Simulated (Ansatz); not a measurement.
## Abstraction of F: C2HF3Ge + Si2H3F2 → C2HF2Ge + Si2H3F3

Species: C2HF3Ge `C#[C][Ge]([F])([F])[F]`, singlet; Si2H3F2 `F[SiH][SiH2]F`, doublet; C2HF2Ge `C#[C][Ge]([F])[F]`, doublet; Si2H3F3 `F[SiH2][SiH](F)F`, singlet. A radical takes F: the energy is the difference in strength between the Ge–F bond broken and the Si–F bond made.

Shapes, held fixed at every level: PBE0-D4/def2-TZVP. Flexible molecules stand in one conformer, not always the lowest. Programs: Ansatz 0.2.0. Electronic energies: no zero-point or thermal term.

```
             level                    kind  ΔE (kJ/mol)  less CCSD(T)/def2-TZVPP
    MP2/def2-TZVPP     perturbation theory        -89.9                     -2.5
 PBE-D4/def2-TZVPP                     GGA        -97.5                    -10.1
PBE0-D4/def2-TZVPP           global hybrid        -93.2                     -5.8
wB97M-V/def2-TZVPP  range-separated hybrid       -104.6                    -17.2
wB97X-V/def2-TZVPP  range-separated hybrid        -94.7                     -7.3
 B2PLYP/def2-TZVPP           double hybrid        -98.7                    -11.3
   CCSD/def2-TZVPP   coupled cluster or CI        -87.7                     -0.3
CCSD(T)/def2-TZVPP   coupled cluster or CI        -87.4                      0.0
```

The highest level, CCSD(T)/def2-TZVPP, gives ΔE = -87.4 kJ/mol; the levels span -104.6 to -87.4. The column of differences is taken from that level and isn't an error. No measured value is set beside it here. Open shells run unrestricted. Relativity is left out for Ge. Outer-core shells of Ge are correlated, in sets that cover them unevenly.
